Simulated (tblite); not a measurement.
Compound: C₈H₆N₄.
Bonds: C1–N2, N2–N3 (aromatic), N3–C4 (aromatic), C4–C5 (aromatic), C5–C6 (aromatic), C6–C7 (aromatic), C7–C8, C8–N9 (triple), C7–C10 (aromatic), C10–C11 (aromatic), C11–N12 (aromatic), N2–N12 (aromatic), C4–C11 (aromatic). Hydrogens: H13, H14, H15 on C1; H16 on C5; H17 on C6; H18 on C10.

Computed with GFN2-xTB (tblite), gas phase: L-BFGS steps from a force-field or distance-geometry start until the largest atomic force falls under 0.01 eV/Å.

Step 12: E = -866.0642 eV
```
atom  x, y, z in Å  |  force x, y, z in eV/Å
C1      3.4751    0.3435   -0.4616    0.019   0.017  -0.011
N2      2.0597    0.1326   -0.4308   -0.003   0.026   0.004
N3      1.4946   -0.9462   -0.9009   -0.038   0.041   0.027
C4      0.1824   -0.7543   -0.6752   -0.032   0.045   0.039
C5     -0.9537   -1.5321   -0.9435    0.076  -0.008  -0.040
C6     -2.1685   -1.0199   -0.5829    0.008  -0.037  -0.016
C7     -2.2915    0.2446    0.0461    0.017   0.010   0.023
C8     -3.5800    0.7107    0.3899    0.066  -0.015  -0.017
N9     -4.6199    1.1000    0.6702   -0.150   0.031   0.032
C10    -1.1953    1.0308    0.3336   -0.005   0.018  -0.021
C11     0.0482    0.5220   -0.0374    0.025   0.015   0.013
N12     1.2813    1.0371    0.0895    0.023  -0.004   0.001
H13     3.9298   -0.3723   -1.1436   -0.046   0.000   0.042
H14     3.8876    0.2222    0.5434    0.004  -0.036  -0.071
H15     3.6653    1.3662   -0.7912    0.026  -0.065   0.002
H16    -0.8639   -2.4940   -1.4225    0.024   0.011   0.009
H17    -3.0733   -1.5767   -0.7727   -0.015  -0.036  -0.012
H18    -1.2868    1.9923    0.8134   -0.001  -0.013  -0.004
```

Step 13: E = -866.0651 eV
```
atom  x, y, z in Å  |  force x, y, z in eV/Å
C1      3.4733    0.3424   -0.4616    0.023   0.012  -0.015
N2      2.0592    0.1331   -0.4295   -0.005   0.023  -0.007
N3      1.4947   -0.9453   -0.8999   -0.033   0.028   0.020
C4      0.1829   -0.7529   -0.6747   -0.026   0.031   0.029
C5     -0.9512   -1.5317   -0.9442    0.007   0.019  -0.015
C6     -2.1672   -1.0200   -0.5831    0.034  -0.033  -0.016
C7     -2.2906    0.2452    0.0468   -0.019  -0.017   0.008
C8     -3.5810    0.7099    0.3901    0.024   0.010  -0.001
N9     -4.6216    1.0997    0.6702   -0.059  -0.006   0.007
C10    -1.1947    1.0319    0.3335   -0.011   0.011  -0.020
C11     0.0488    0.5230   -0.0377   -0.005   0.033   0.032
N12     1.2817    1.0375    0.0901    0.010   0.025   0.013
H13     3.9227   -0.3733   -1.1450   -0.009  -0.035   0.026
H14     3.8849    0.2215    0.5422    0.034  -0.050  -0.034
H15     3.6665    1.3627   -0.7915    0.026  -0.011  -0.014
H16    -0.8586   -2.4931   -1.4226    0.015  -0.002   0.002
H17    -3.0720   -1.5774   -0.7730   -0.005  -0.029  -0.010
H18    -1.2864    1.9931    0.8136   -0.001  -0.010  -0.003
```

Step 14: E = -866.0656 eV
```
atom  x, y, z in Å  |  force x, y, z in eV/Å
C1      3.4724    0.3420   -0.4619    0.014  -0.002  -0.014
N2      2.0587    0.1339   -0.4291   -0.003   0.028  -0.004
N3      1.4942   -0.9441   -0.8991   -0.023   0.012   0.009
C4      0.1827   -0.7515   -0.6738   -0.015   0.025   0.020
C5     -0.9499   -1.5313   -0.9448    0.005   0.006  -0.012
C6     -2.1658   -1.0208   -0.5836   -0.018  -0.006   0.001
C7     -2.2903    0.2450    0.0471   -0.020  -0.023  -0.003
C8     -3.5813    0.7099    0.3902   -0.020   0.021   0.010
N9     -4.6228    1.0992    0.6701    0.010  -0.030  -0.011
C10    -1.1944    1.0327    0.3331   -0.042   0.001  -0.012
C11     0.0490    0.5242   -0.0372   -0.002   0.029   0.029
N12     1.2821    1.0383    0.0906   -0.003   0.037   0.018
H13     3.9188   -0.3745   -1.1449    0.012  -0.053   0.005
H14     3.8841    0.2201    0.5408    0.047  -0.051  -0.006
H15     3.6672    1.3609   -0.7919    0.030   0.020  -0.024
H16    -0.8557   -2.4930   -1.4228    0.014   0.005   0.002
H17    -3.0716   -1.5782   -0.7732    0.018  -0.019  -0.007
H18    -1.2861    1.9934    0.8137   -0.005  -0.002  -0.001
```

**Question.** Estimate the geometry and energy of step 15. (The exact step hangs on the optimiser's Hessian estimate; all steps are aligned on step 14, rigid shifts and turns removed.)

**Answer.** E = -866.0662 eV, largest force 0.091 eV/Å
```
atom  x, y, z in Å  |  force x, y, z in eV/Å
C1      3.4720    0.3416   -0.4625    0.005  -0.018  -0.011
N2      2.0583    0.1354   -0.4287   -0.001   0.024   0.000
N3      1.4931   -0.9425   -0.8979    0.002   0.009   0.002
C4      0.1822   -0.7494   -0.6723    0.002   0.010   0.005
C5     -0.9483   -1.5308   -0.9458   -0.032   0.019   0.012
C6     -2.1649   -1.0217   -0.5840   -0.025   0.010   0.008
C7     -2.2904    0.2444    0.0475   -0.025  -0.018  -0.012
C8     -3.5818    0.7102    0.3905   -0.058   0.019   0.016
N9     -4.6245    1.0981    0.6699    0.072  -0.048  -0.027
C10    -1.1951    1.0336    0.3324   -0.040  -0.012  -0.002
C11     0.0492    0.5261   -0.0360   -0.021   0.029   0.025
N12     1.2824    1.0399    0.0915   -0.014   0.044   0.018
H13     3.9149   -0.3769   -1.1447    0.025  -0.062  -0.014
H14     3.8843    0.2174    0.5390    0.052  -0.045   0.014
H15     3.6689    1.3593   -0.7928    0.033   0.037  -0.029
H16    -0.8524   -2.4926   -1.4228    0.015   0.006  -0.002
H17    -3.0707   -1.5795   -0.7736    0.025  -0.015  -0.006
H18    -1.2860    1.9936    0.8137   -0.017   0.010   0.002
```

The energy changes by -0.0006 eV. The first-order estimate −F·Δx gives -0.0008 eV and the mean of the old and new forces, exact on a quadratic surface, -0.0006 eV. The step makes an angle of 54° with the force vector and moves no atom by more than 0.005 Å.

What follows is the cost of the whole relaxation. Time: 0.34 s. Hardware: an Arm Neoverse V1 with one thread, on a shared host.
